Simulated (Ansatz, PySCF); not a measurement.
Energy difference 3 R1 + R2 + R3 → 4 P1 + P2, each structure at its B3LYP-D3(BJ)/def2-TZVP stationary point, reached from a drawn start (curvature not checked).
P1: H2 (SMILES [H][H]), charge 0, multiplicity 1.
R1: HCl (SMILES Cl), charge 0, multiplicity 1.
R2: HF (SMILES F), charge 0, multiplicity 1.
R3: SiH4 (SMILES [SiH4]), charge 0, multiplicity 1.
P2, Cl3FSi (SMILES F[Si](Cl)(Cl)Cl) (charge 0, multiplicity 1):
```xyz
5

Si     0.0055     0.0066     0.0652
F      0.1378     0.1640     1.6325
Cl     1.7982    -0.5837    -0.6688
Cl    -0.5272     1.7992    -0.7119
Cl    -1.4143    -1.3860    -0.3170
```

P less R. No zero-point or thermal terms.

Correlated levels freeze the cores.

The values were computed with Ansatz (an electronic-structure program); PySCF for the D3/D4 terms. All values are computed, each at the level named.

Question: Predict the reaction energy from SVWN5/def2-TZVPP.

Answer: -332 kJ/mol

Question: What reaction energy does B2PLYP/def2-TZVPP give?

Answer: -336 kJ/mol

Question: Predict the reaction energy from BHLYP-D4/def2-TZVPP.

Answer: -342 kJ/mol
